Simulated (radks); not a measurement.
The mean radii <r> (bohr) of the occupied orbitals of an atom or ion are listed with their occupations. All-electron calculation, Dirac Kohn-Sham, OLYP, spin-unpolarised, spherical densities, point nucleus. Program: a radial shooting solver on a logarithmic mesh with Libxc functionals.

orbital  occ.      <r>
1s1/2       2  0.01658
2s1/2       2  0.06923
2p1/2       2  0.05692
2p3/2       4  0.06559
3s1/2       2   0.1801
3p1/2       2   0.1704
3p3/2       4   0.1863
3d3/2       4   0.1621
3d5/2       6   0.1669
4s1/2       2   0.3989
4p1/2       2   0.4009
4p3/2       4   0.4351
4d3/2       4   0.4421
4d5/2       6   0.4532
5s1/2       2   0.9022
4f5/2       6   0.4783
4f7/2       8   0.4850
5p1/2       2   0.9714
5p3/2       4    1.067
5d3/2       4    1.404
5d5/2       6    1.457

Name the element and its charge. Open shells, if any, fill j = l - 1/2 first.

Answer. Z = 80, mercury, charge +2: Hg2+ in [Xe] 4f14 5d10. The 1s radius gives Z: for a bare nucleus <r> = (2 gamma + 1)/(2Z) with gamma = sqrt(1 - (Z/c)^2), 0.0164 bohr for Z = 80, and screening makes it slightly larger (0.01658 here). The occupations add up to 78, and the charge is Z minus that.
